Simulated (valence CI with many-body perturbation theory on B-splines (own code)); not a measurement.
**From CI to CI+MBPT in In**

Calculated by valence CI with perturbative core correlation (CI+MBPT): three valence electrons over a frozen Dirac-Fock core [Kr] 4d10, a basis of 11 s, 11 p, 9 d, 7 f, 5 g, 2 h, 1 i functions for each j, with the one-electron correlation potential Σ1 (screened to all orders), the two-electron term Σ2, the three-electron term Σ3, Breit, model QED; selected single and double excitations, second order for the rest (own B-spline code, finite nucleus).

Set against measurement, 12 paired levels are off by 138 cm⁻¹ on average, the worst by 460. These come from a selection out of the NIST Handbook of Basic Atomic Spectroscopic Data. Levels without a partner in it may be off by more.

Each rung adds one term. CI alone is the Dirac-Coulomb CI over the frozen core; QED comes last and gives the full result, which names the levels. Energies are above 5s²5p ²P°_1/2 on the same rung, in eV. A blank means that the level has no clear partner on that rung.

| Level | CI alone |
| --- | --- |
| 5s²5p ²P°_3/2 | 0.2329 |
| 5s²6s ²S_1/2 | 2.866 |
| 5s²6p ²P°_1/2 | 3.755 |
| 5s²6p ²P°_3/2 | 3.789 |
| 5s²5d ²D_5/2 | 3.802 |
| 5s5p² ⁴P_1/2 | 3.688 |
| 5s²7s ²S_1/2 | 4.301 |
| 5s5p² ⁴P_5/2 | 3.964 |
| 5s²7p ²P°_1/2 | 4.610 |
| 5s²7p ²P°_3/2 | 4.622 |
| 5s²6d ²D_3/2 | 4.583 |
| 5s²6d ²D_5/2 | 4.590 |
| 4f5s² ²F°_7/2 | 4.702 |
| 4f5s² ²F°_5/2 | 4.702 |
| 5s²8s ²S_1/2 | 4.828 |
| 5s²7d ²D_3/2 | 4.940 |

Problem. What do these energies become with core correlation, Breit and QED?

Solution. 5s²5p ²P°_3/2 0.2744 (+0.0415); 5s²6s ²S_1/2 3.042 (+0.1758); 5s²6p ²P°_1/2 3.952 (+0.1961); 5s²6p ²P°_3/2 3.988 (+0.1989); 5s²5d ²D_5/2 4.082 (+0.2800); 5s5p² ⁴P_1/2 4.280 (+0.5916); 5s²7s ²S_1/2 4.501 (+0.1995); 5s5p² ⁴P_5/2 4.588 (+0.6232); 5s²7p ²P°_1/2 4.815 (+0.2054); 5s²7p ²P°_3/2 4.828 (+0.2061); 5s²6d ²D_3/2 4.841 (+0.2582); 5s²6d ²D_5/2 4.847 (+0.2573); 4f5s² ²F°_7/2 4.928 (+0.2254); 4f5s² ²F°_5/2 4.928 (+0.2254); 5s²8s ²S_1/2 5.040 (+0.2122); 5s²7d ²D_3/2 5.183 (+0.2427).

Problem. How does the ionisation energy move along the ladder, and which term matters most?

Solution. CI alone 5.5657, + Σ1 6.0441, + Σ2 5.7929, + Σ3 5.7923, + Breit 5.7862, + QED 5.7896 eV. The largest step is Σ1, 0.4784 eV. NIST lists 5.78636 eV (measured).
